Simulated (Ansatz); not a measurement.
Species: WCl, net charge 0, sextet state. The spin state was set by rule; other spins were not relaxed. 
Geometry from a B3LYP-D3(BJ)/def2-TZVP (Ansatz, a quantum-chemistry and plane-wave program) optimisation:
```xyz
2

W      0.0000     0.0000    -0.4289
Cl     0.0000     0.0000     1.8669
```
Charge 0, spin multiplicity 6.

Property: atomisation energy (electronic, to ground-state atoms), in kcal/mol. Valence correlation only, unless marked. Open shells are spin-unrestricted. Spin-orbit coupling is left out. Frozen are the shells of the preceding noble gas and the d and f shells that filled before the atom's block. In def2 rows, elements after Kr have scalar-relativistic effective core potentials. The coupled-cluster limit lacks core correlation, which all-electron functionals hold. Basis-set limits of correlation are two-point, X^-3; Hartree-Fock from the larger set.

| level | program | atomisation energy (kcal/mol) | minus last row |
|---|---|---|---|
| PBE/def2-TZVPD | Ansatz | 110.1 | 7.2 |
| revPBE/def2-TZVPD | Ansatz | 105.7 | 2.8 |
| B2GP-PLYP-D3(BJ)/def2-TZVPD | Ansatz + dftd3 | 103.0 | 0.1 |
| MP2/CBS(def2-TZVPP,def2-QZVPP) | Ansatz | 110.5 | 7.6 |
| CCSD(T)/def2-SVPD | Ansatz | 93.6 | -9.3 |
| CCSD(T)/def2-QZVPP | Ansatz | 101.8 | -1.1 |
| CCSD(T)/CBS(def2-TZVPPD,def2-QZVPPD) | Ansatz | 102.9 | 0.0 |
